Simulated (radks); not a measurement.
Values are calculated unless marked as measured or tabulated.
In2+, 47 electrons, occupied as [Kr] 4d10 7d1 (not the ground configuration). Code: a radial shooting solver on a logarithmic mesh with Libxc functionals. Model: scalar-relativistic Kohn-Sham, PBEsol, spin-polarised, spherical densities, finite nucleus; open shells are filled with parallel spins first (spin-orbit coupling, left out, can overturn this in heavy ions); Fermi nuclear charge, rms radius 4.6156 fm. Some entries of the table are withheld. Estimate them.

orbital  occ.  eigenvalue (eV)  <1/r> (bohr^-1)
1s up       1        -27764.97            51.83
1s down     1        -27764.97            51.83
2s up       1        -4180.229            11.81
2s down     1        -4180.226            11.81
2p up       3        -3755.561            11.38
2p down     3        -3755.559            11.38
3s up       1        -814.6798            4.179
3s down     1        -814.6780            4.179
3p up       3        -675.6013            3.980
3p down     3        -675.5994            3.980
3d up       5        -459.4516            3.753
3d down     5        -459.4488            3.753
4s up       1              (1)            1.634
4s down     1              (2)            1.634
4p up       3        -104.7975              (3)
4p down     3        -104.7898              (4)
4d up       5         -45.0289            1.157
4d down     5         -45.0138            1.158
7d up       1              (5)           0.1133

Answer. 
(1) 4s up eigenvalue (eV): -146.2832
(2) 4s down eigenvalue (eV): -146.2758
(3) 4p up <1/r> (bohr^-1): 1.478
(4) 4p down <1/r> (bohr^-1): 1.478
(5) 7d up eigenvalue (eV): -4.1503
